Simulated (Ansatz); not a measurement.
Geometry optimisation, Ansatz, RKS BHLYP/def2-SVPD.

Input file:

```yaml
crystal:
  periodic: [false, false, false]
  atoms:
    - { symbol: O, position_ang: [0.2284, 1.194, -0.54] }
    - { symbol: B, position_ang: [-0.1932, -0.0741, -0.0247] }
    - { symbol: O, position_ang: [0.7747, -0.891, 0.6432] }
    - { symbol: Br, position_ang: [-1.9881, -0.7306, -0.2368] }
    - { symbol: H, position_ang: [-0.86225, 0.83509, -0.33235] }
    - { symbol: H, position_ang: [0.7386, -0.6144, 1.6083] }
basis:
  gaussian: { orbitals: def2-SVPD }
hamiltonian:
  xc: { name: BHLYP }
relax:
  f_tol: 0.02
  max_steps: 50
```

Run as:

```bash
$ ansatz run input.yaml --threads 2 --pin off --max-ram 3072MiB --backend cpu --events-out ev --progress --plain --runs-dir out
```

Task: Where does it end, and by what steps?

Result: It converged. After 10 steps the energy has fallen by 4.262 eV; H5 moved furthest, 0.78 Å. The start is strongly strained (largest force component 8 eV/Å), so its close contacts needn't be bonds. Parted: B2–H5 (1.17 → 1.96 Å).

```tsv
step	energy less start (eV)	largest force component (eV/Å)	accepted
0	0.0000	8.399	yes
1	-1.7339	4.804	yes
2	-2.9355	5.299	yes
3	-3.5968	1.636	yes
4	-3.9102	1.278	yes
5	-3.7232	3.043	no
6	-4.0439	0.939	yes
7	-4.1586	0.817	yes
8	-4.2510	0.223	yes
9	-4.2615	0.041	yes
10	-4.2616	0.016	yes
```

```xyz
6
Properties=species:S:1:pos:R:3
O -0.007 1.011 -0.176
B -0.347 -0.236 0.199
O 0.447 -0.968 0.987
Br -2.018 -1.024 -0.399
H -0.628 1.460 -0.740
H 1.251 -0.524 1.247
```

Whether the end is a true minimum wasn't checked by a vibrational analysis.

The run took 14 s on 2 threads of AMD EPYC 9R45 96-Core Processor (Zen 5) (shared host), peak memory 0.31 GiB.
